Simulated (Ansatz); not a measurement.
`OC(F)(F)BF` + CH₃OH → `COC(O)(F)F` + `BF`  (substitution at a C–B bond)

Gas-phase electronic energies from Ansatz, PBE0-D4/def2-TZVP geometries. CBS: MP2 limit from def2 TZ/QZ plus the TZ coupled-cluster correction, frozen cores. This one scheme is used for every species. DFT in def2-TZVPP. B3LYP here is the variant with VWN-RPA as its local correlation; programs differ in this. HSE06 is defined as in plane-wave codes. Each species was taken in one conformer, which may not be the lowest.

`OC(F)(F)BF`:

Z-matrix (Å, degrees):
```
C
F 1 1.372
F 1 1.372 2 104.5
O 1 1.346 2 110.4 3 118.7
B 1 1.608 2 108.8 3 -116.0
H 4 0.967 1 109.0 2 -57.5
F 5 1.307 1 119.3 2 -123.2
H 5 1.193 1 120.4 2 56.8
```

CH₃OH:

```xyz
6

C    -0.190    0.293   -0.071
O     0.074   -1.087    0.039
H    -1.210    0.395   -0.442
H     0.482    0.792   -0.781
H    -0.125    0.809    0.894
H     0.969   -1.201    0.362
```

`COC(O)(F)F`:

Cartesian coordinates in Å:
```
C 0.463 -1.133 -0.699
O 0.627 0.166 -0.141
C -0.426 0.646 0.562
O -0.160 1.886 1.011
F -1.550 0.637 -0.208
F -0.724 -0.130 1.620
H 0.255 -1.865 0.084
H 1.409 -1.371 -1.179
H -0.339 -1.140 -1.438
H 0.444 2.303 0.388
```

`BF`:

Cartesian coordinates in Å:
```
B 0.040 -0.002 0.029
F -1.021 0.048 -0.749
H 1.117 -0.012 -0.494
H -0.136 -0.034 1.213
```

| level | ΔE (kJ/mol) | difference from CCSD(T)/CBS |
| --- | --- | --- |
| LDA (SPW92) | -9.0 | -4.7 |
| PBE-D4 | 3.7 | 8.0 |
| revPBE-D4 | 4.3 | 8.6 |
| BLYP-D4 | 5.4 | 9.7 |
| r2SCAN-D4 | -8.3 | -4.0 |
| B97M-V | -10.9 | -6.6 |
| B3LYP-D4 | -2.0 | 2.3 |
| r2SCANh-D4 | -10.2 | -5.9 |
| r2SCAN0-D4 | -12.8 | -8.5 |
| HSE06-D4 | -4.7 | -0.4 |
| BHLYP-D4 | -11.7 | -7.4 |
| CAM-B3LYP-D4 | -7.9 | -3.6 |
| ωB97X-V | -10.3 | -6.0 |
| ωB97M-V | -8.1 | -3.8 |
| B2PLYP | -4.1 | 0.2 |
| PBE-QIDH | -10.8 | -6.5 |
| PBE | 5.0 | 9.3 |
| revPBE | 9.5 | 13.8 |
| BLYP | 8.3 | 12.6 |
| PBE0 | -3.8 | 0.5 |
| B3LYP | 0.0 | 4.3 |
| r2SCANh | -9.7 | -5.4 |
| HSE06 | -3.7 | 0.6 |
| BHLYP | -10.6 | -6.3 |
| CAM-B3LYP | -6.8 | -2.5 |
| LC-ωPBE | -5.6 | -1.3 |
| RPA@PBE/def2-TZVPP | -9.6 | -5.3 |
| HF/def2-SVP | -33.4 | -29.1 |
| MP2/def2-SVP | -28.2 | -23.9 |
| CCSD/def2-SVP | -27.3 | -23.0 |
| CCSD(T)/def2-SVP | -28.4 | -24.1 |
| HF/def2-TZVPP | -22.5 | -18.2 |
| MP2/def2-TZVPP | -8.7 | -4.4 |
| CCSD/def2-TZVPP | -9.6 | -5.3 |
| HF/def2-QZVPP | -22.1 | -17.8 |
| MP2/def2-QZVPP | -5.7 | -1.4 |
| SCS-MP2/def2-QZVPP | -5.8 | -1.5 |
| HF/CBS(def2) | -22.1 | -17.8 |
| MP2/CBS(def2) | -3.7 | 0.6 |
| CCSD/CBS(def2) | -4.5 | -0.2 |
| CCSD(T)/CBS | -4.3 | 0 |

Largest T1 diagnostic among the species: 0.013.

From BLYP to BHLYP (50 % exact exchange), in def2-TZVPP and without D4, ΔE moves by −18.8 kJ/mol. At CCSD(T), def2-SVP lies −24.1 kJ/mol from the extrapolated value and def2-TZVPP −5.1 kJ/mol. Leaving LDA and LC-ωPBE aside and taking each functional with its dispersion term where it has one, the values spread over 18.2 kJ/mol, from r2SCAN0-D4 to BLYP-D4. LDA lies −14.0 kJ/mol from PBE without D4.

CCSD(T)/CBS has its own doubt, a few kJ/mol and more with outer-core shells, so smaller differences from it don't rank the levels.
